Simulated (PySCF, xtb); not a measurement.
RbF, SMILES [F][Rb].

GFN2-xTB run with xtb 6.7.1 at its own geometry gives an orbital gap of 1.08 eV and a dipole moment of 8.58 D.

Geometry optimised at PBE-D3(BJ)/def2-TZVPD. The def2 effective core potentials stand for the cores of Rb; spin–orbit coupling is left out.

Q: What does PBE/def2-TZVPD in PySCF give? (The exact figures need the calculation; the answer reports its results.)

A: gap 2.86 eV (levels -4.47 and -1.61 eV), dipole 8.93 D.
